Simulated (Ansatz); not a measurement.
Stepwise reaction of `[SiH2]1[SiH2][Se]1` with hydrogen fluoride, as a gas-phase model of exchange steps in deposition or etching. ΔE in kJ/mol; ΔG adds harmonic PBE0-D4 terms to CCSD(T)/CBS, at 1 bar.

Calculated with Ansatz (gas phase, PBE0-D4/def2-TZVP geometries, no zero-point term in ΔE). CBS: MP2 limit from def2 TZ/QZ plus the TZ coupled-cluster correction, frozen cores. This one scheme is used for every species. DFT in def2-TZVPP. B3LYP here is the variant with VWN-RPA as its local correlation; programs differ in this. For Se outer-core shells are correlated without core-valence functions, which leaves a few kJ/mol of doubt a bond. Scalar relativity is left out up to krypton.

| step | reaction | PBE-D4 | B3LYP-D4 | ωB97M-V | CCSD(T)/CBS | ΔG(500 K) |
| --- | --- | --- | --- | --- | --- | --- |
| 1 | `[SiH2]1[SiH2][Se]1` + H–F → `F[SiH]1[SiH2][Se]1` + H₂ | -100.6 | -107.7 | -106.4 | -101.7 | -103.0 |
| 2 | `F[SiH]1[SiH2][Se]1` + H–F → `F[Si@@H]1[Se][Si@@H]1F` + H₂ | -99.5 | -106.6 | -105.2 | -100.5 | -99.0 |

(1) By hand: ΔE of the 2 steps together at CCSD(T)/CBS.

## Answers

(1) (-101.7) + (-100.5) = -202.2 kJ/mol, or -101.1 kJ/mol a step.

In ΔE the steps differ by no more than 1.2 kJ/mol. All are downhill at CCSD(T)/CBS. ΔG lies between -103.0 and -99.0 kJ/mol a step. PBE-D4 differs from CCSD(T)/CBS by 1.0 to 1.1 kJ/mol a step. Isolated molecules leave out the surface, adducts and barriers. Largest T1 diagnostic: 0.013.
